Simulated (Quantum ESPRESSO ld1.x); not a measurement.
Results of a calculation; reference values are marked as such.
Species: Zr I. Configuration: [Kr] 4d2 5s2.

Code: ld1.x of Quantum ESPRESSO 7.5. Model: Dirac Kohn-Sham, LDA (Slater exchange, VWN5 correlation), spin-unpolarised, spherical densities, point nucleus; open shells fill j = l - 1/2 first.

Energy parts (eV):
part                   energy
total                  -97826
kinetic                101065
electron-nucleus      -236199
Hartree                 40304
exchange-correlation    -2996

Orbitals (lengths in bohr, moments of r in powers of bohr; <r^-3> diverges for s and p1/2; r(max) is where P^2 peaks):
orbital  occ.  eigenvalue (eV)   <1/r>  <r^-3>  r(max)
1s1/2       2       -17791.143   41.21       -   0.024
2s1/2       2        -2465.173   9.329       -   0.137
2p1/2       2        -2258.317   9.310       -   0.107
2p3/2       4        -2172.611   8.908    2032   0.111
3s1/2       2         -403.328   3.156       -   0.408
3p1/2       2         -326.288   3.054       -   0.395
3p3/2       4         -312.622   2.956   327.8   0.405
3d3/2       4         -176.242   2.755   46.48   0.345
3d5/2       6         -173.743   2.730   44.51   0.347
4s1/2       2          -54.431   1.124       -    1.07
4p1/2       2          -33.666  0.9996       -    1.16
4p3/2       4          -31.862  0.9721   43.33    1.18
5s1/2       2           -4.574  0.3469       -    3.11
4d3/2       2           -3.778  0.6004   2.499    1.60
4d5/2       0           -3.649  0.5930   2.364    1.61

The highest occupied level is 4d3/2 at -3.778 eV. The density falls to 0.001 e/bohr^3 at r = 5.07 bohr.
